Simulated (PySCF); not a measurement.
Rows and methods have been separated. Pair them.

H4O4Si.
Cartesian coordinates in Å at the PBE0-D3(BJ)/def2-SVP level; atoms count from 1:
```xyz
9
H4O4Si angstrom
O      0.029    0.966   -1.342
Si     0.001    0.003   -0.005
O     -1.022    0.725    1.066
O     -0.437   -1.496   -0.530
O      1.435   -0.188    0.785
H     -0.053    1.908   -1.169
H     -0.884    0.481    1.986
H     -1.045   -1.507   -1.275
H      2.003   -0.880    0.435
```

The closed-shell ground state was solved 7 times with PySCF (density fitting, gas phase), always in the pcSseg-2 basis (243 functions), with these functionals: B3LYP, B97-2, BLYP, CAM-B3LYP, LC-wPBE, OPBE and PBE0.

```
row  total energy (Eh)  HOMO (eV)  LUMO (eV)  dipole (D)
  P          -592.7331      -9.23      -0.06        0.05
  Q          -593.0741      -8.92      -0.02        0.05
  R          -592.9520      -7.39      -0.65        0.05
  S          -593.1333      -7.38      -0.93        0.05
  T          -593.2012      -8.96      -0.43        0.05
  U          -593.1018     -10.77       0.61        0.05
  V          -592.9192     -12.14       1.88        0.05
```

Problem. Which functional belongs to which row?

Solution. P = PBE0, Q = B97-2, R = OPBE, S = BLYP, T = B3LYP, U = CAM-B3LYP, V = LC-wPBE. By rising HOMO–LUMO gap: BLYP (GGA) 6.45 eV; OPBE (GGA) 6.74 eV; B3LYP (global hybrid, 20 % exact exchange) 8.53 eV; B97-2 (global hybrid, 21 % exact exchange) 8.90 eV; PBE0 (global hybrid, 25 % exact exchange) 9.17 eV; CAM-B3LYP (range-separated hybrid) 11.38 eV; LC-wPBE (range-separated hybrid) 14.02 eV. Total energies of different functionals aren't bounds to one another; each is stationary for its own functional.
